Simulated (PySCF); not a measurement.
# Ir²⁺ (iridium, charge +2) across methods

[Xe] 4f14 5d7, high-spin 4F determinant. Calculation: PySCF 2.14, in aug-cc-pwCVTZ-PP with ECP60MDF; a scalar-relativistic core potential.

```json
{"method": "UHF", "E (hartree)": "-102.76797", "mean ε 5p β (eV)": "-81.508", "mean ε 5d α (eV)": "-31.216", "mean ε 5d β (eV)": "-28.747", "Σ⟨r²⟩ (bohr²)": "32.39", "⟨S²⟩": "3.755"}
{"method": "PBE0", "E (hartree)": "-103.4303", "mean ε 5p β (eV)": "-74.044", "mean ε 5d α (eV)": "-27.006", "mean ε 5d β (eV)": "-25.118", "Σ⟨r²⟩ (bohr²)": "32.64", "⟨S²⟩": "3.752"}
{"method": "MN15", "E (hartree)": "-103.2513", "mean ε 5p β (eV)": "-74.248", "mean ε 5d α (eV)": "-27.591", "mean ε 5d β (eV)": "-25.823", "Σ⟨r²⟩ (bohr²)": "32.97", "⟨S²⟩": "3.752"}
{"method": "r2SCAN", "E (hartree)": "-103.4725", "mean ε 5p β (eV)": "-72.147", "mean ε 5d α (eV)": "-25.679", "mean ε 5d β (eV)": "-23.657", "Σ⟨r²⟩ (bohr²)": "32.58", "⟨S²⟩": "3.753"}
{"method": "BHandHLYP", "E (hartree)": "-103.3345", "mean ε 5p β (eV)": "-76.889", "mean ε 5d α (eV)": "-28.510", "mean ε 5d β (eV)": "-26.643", "Σ⟨r²⟩ (bohr²)": "32.60", "⟨S²⟩": "3.753"}
{"method": "HSE06", "E (hartree)": "-103.4277", "mean ε 5p β (eV)": "-73.628", "mean ε 5d α (eV)": "-26.585", "mean ε 5d β (eV)": "-24.710", "Σ⟨r²⟩ (bohr²)": "32.66", "⟨S²⟩": "3.752"}
{"method": "PBE", "E (hartree)": "-103.4533", "mean ε 5p β (eV)": "-71.163", "mean ε 5d α (eV)": "-25.328", "mean ε 5d β (eV)": "-23.580", "Σ⟨r²⟩ (bohr²)": "32.85", "⟨S²⟩": "3.751"}
```

Question: Estimate the same row for LDA.

Answer: E (hartree) = -103.2088; mean ε 5p β (eV) = -71.249; mean ε 5d α (eV) = -25.466; mean ε 5d β (eV) = -23.655; Σ⟨r²⟩ (bohr²) = 33.07; ⟨S²⟩ = 3.751.

Energies and moments cover only the electrons outside the core potential. Spin-orbit coupling, absent here, splits the open shell strongly.
